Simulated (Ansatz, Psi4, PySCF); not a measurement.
Dimer: HBr (SMILES Br) (first 2 atoms) with H4OSi (SMILES O[SiH3]); geometry from B3LYP-D3(BJ)/def2-TZVP, rigid monomers moved along the line of their centres of mass till Br1···H5 is 4.87 Å.
(charge 0, multiplicity 1):
| atom | x (Å) | y (Å) | z (Å) |
|---|---|---|---|
| Br | -0.4673 | -1.3769 | -0.0963 |
| H | 0.4134 | -0.3081 | 0.2541 |
| O | -0.7557 | 0.7562 | 5.2074 |
| Si | 0.8441 | 1.0926 | 5.4083 |
| H | -1.0028 | 0.1682 | 4.4862 |
| H | 1.6278 | -0.1002 | 5.8099 |
| H | 0.9259 | 2.1315 | 6.4524 |
| H | 1.4463 | 1.6123 | 4.1479 |

Counterpoise-corrected where a basis set is named; no monomer relaxation. Rows marked so take none.

Correlated levels freeze the cores. Filled d and f shells under p-block atoms count as core. CBS(a, b) extrapolates the correlation energy as X⁻³ and adds the Hartree–Fock energy of set b. Rows in 3-21G, 6-31G* carry no dispersion term and start afresh at each structure (6-31G* with six Cartesian d functions); the Pople sets are all-electron and without relativity.

Programs: Ansatz (an electronic-structure program); Psi4 for SAPT; PySCF for 3-21G rows, 6-31G* rows, the dispersion terms. 

```csv
level,interaction energy (kcal/mol)
HF/3-21G (no counterpoise),0.00
HF/6-31G*,-0.10
r2SCAN-D3(BJ)/def2-TZVPPD,-0.30
B3LYP/6-31G*,-0.09
B3LYP/6-31G* (no counterpoise),-0.11
M06-2X/6-31G* (no counterpoise),?
CCSD(T)/def2-TZVPPD,-0.26
"CCSD(T)/CBS(def2-SVPD, def2-TZVPPD)",-0.26
SAPT0/aug-cc-pVDZ,-0.26
```

Question: Fill in the missing entries.

Answer: 
- M06-2X/6-31G* (no counterpoise), interaction energy (kcal/mol): -0.18
